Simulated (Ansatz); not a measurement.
One geometry of K₂H₃, several levels of theory.

```yaml
crystal:
  periodic: [false, false, false]
  atoms:
    - {symbol: K, position_ang: [-1.992034, 0.533509, -2.425580]}
    - {symbol: K, position_ang: [1.508724, 0.737840, -0.759230]}
    - {symbol: H, position_ang: [-0.785717, -0.057107, -0.391246]}
    - {symbol: H, position_ang: [0.349516, -0.578974, 1.540824]}
    - {symbol: H, position_ang: [0.919511, -0.635268, 2.035241]}
basis:
  gaussian: {orbitals: def2-TZVP, initial_orbitals: start.molden}
magnetization: {spin_polarized: true, initial_magnetization: 1}
hamiltonian: {xc: {name: LC-wPBE, parameters: {omega: 0.1/bohr}}}
scf: {omitted_lower_state_checks: [starts]}
output: {orbitals: {seedname: orbitals}}
```

The file start.molden holds the orbitals of an earlier run on this structure, at another level or in another basis.

```sh
$ ansatz run in.yaml --threads 4 --pin off --events-out ev --progress --plain --max-ram 3916MiB
```

Shortened log:

```
Functional definition: LC-wPBE
782 factors; their error is unknown
67 factors; integrals over basis functions are off by at most 1.1e-5 eV
mean field evaluation 1: about -32686.4369 eV, gradient 4.2e0 eV
mean field evaluation 2: about -32686.4652 eV, gradient 4.7e-2 eV
mean field evaluation 4: about -32686.4381 eV, gradient 5.4e-4 eV
mean field evaluation 8: about -32686.4381 eV, gradient 2.1e-5 eV
mean field -32686.43813210 eV, -1201.2044456910 hartree, gradient 2.1e-5 eV, S^2 0.750686; 0 other end points of the search recorded, 0 dependent functions left out
reference -32686.43813231 eV, -1201.2044456990 hartree; 21, 20 occupied and 63, 64 virtual orbitals, 782 factors
Total energy: -32686.43813231 eV, -1201.2044456990 hartree
Checks for a lower state left out: starts
```

Run time 6.5 s (4 threads of Intel Xeon on a shared host).

The first input with `hamiltonian: {xc: {name: B97M-V}}` (abridged; 14 s):

```
Functional definition: B97M-V
mean field -32688.69212746 eV, -1201.2872784930 hartree, gradient 2.0e-5 eV, S^2 0.752090
Total energy: -32688.69223104 eV, -1201.2872822993 hartree
Checks for a lower state left out: starts
```

First input, but with `hamiltonian: {xc: {name: LC-wPBE, parameters: {omega: 0.3/bohr}}}` (abridged; 9 s):

```
Functional definition: LC-wPBE
mean field -32688.03695023 eV, -1201.2632011736 hartree, gradient 1.8e-5 eV, S^2 0.750829
Total energy: -32688.03695025 eV, -1201.2632011743 hartree
Checks for a lower state left out: starts
```

As the first input, with `hamiltonian: {xc: r2scan, dispersion: d4}`, `output: {forces: true, orbitals: {seedname: orbitals}}` (abridged; 7 s):

```
Functional definition: r2SCAN
mean field -32694.62575401 eV, -1201.5053352464 hartree, gradient 2.2e-5 eV, S^2 0.750982
Total energy: -32694.64922094 eV, -1201.5061976403 hartree
Atom 0 force    -0.026056     0.005470    -0.028224 eV/Å
Atom 1 force     0.025194    -0.000487     0.016861 eV/Å
Atom 2 force    -0.015473    -0.008252     0.008900 eV/Å
Atom 3 force     0.063711    -0.001619     0.043970 eV/Å
Atom 4 force    -0.047376     0.004889    -0.041508 eV/Å
Dipole moment:    -0.061238    -0.025496     0.017651 e Å
Checks for a lower state left out: starts
```

First input, but with `gaussian: {orbitals: def2-TZVPD, initial_orbitals: start.molden}`, `hamiltonian: {xc: r2scan, dispersion: d4}` (abridged; 10 s):

```
Functional definition: r2SCAN
mean field -32694.66529463 eV, -1201.5067883374 hartree, gradient 2.2e-5 eV, S^2 0.750888
Total energy: -32694.68875072 eV, -1201.5076503329 hartree
Checks for a lower state left out: starts
```

The first input with `gaussian: {orbitals: def2-SVP, initial_orbitals: start.molden}`, `hamiltonian: {xc: pbe, dispersion: d4}` (abridged; 3.7 s):

```
Functional definition: PBE
mean field -32680.16770433 eV, -1200.9740117207 hartree, gradient 1.3e-5 eV, S^2 0.750571
Total energy: -32680.26741784 eV, -1200.9776761248 hartree
Checks for a lower state left out: starts
```

As the first input, with `hamiltonian: {xc: {name: B2PLYP}}` and without the key `output` (abridged; 8.6 s):

```
Functional definition: B2PLYP
mean field -32685.08085151 eV, -1201.1545665496 hartree, gradient 8.0e-6 eV, S^2 0.751590
10 core orbitals not correlated: weight in the atoms' cores, before any rotation towards them, 1.000 or more for the frozen orbitals, at most 0.000 for the correlated occupied ones
second order -11.85335183 eV of doubles, -0.00000000 eV of singles
Total energy: -32688.28140216 eV, -1201.2721846164 hartree
Checks for a lower state left out: starts
```

Geometry: PBE0-D4/def2-TZVP.

Correlated methods freeze 10 core orbitals; core or outer-core shells of K are correlated, in sets that lack core-valence functions. In the doublet, H4 and H5 lie 0.76 Å apart (atoms count from 1), so H2 has formed as a molecule. The structure comes from a short search, and lower isomers may exist.
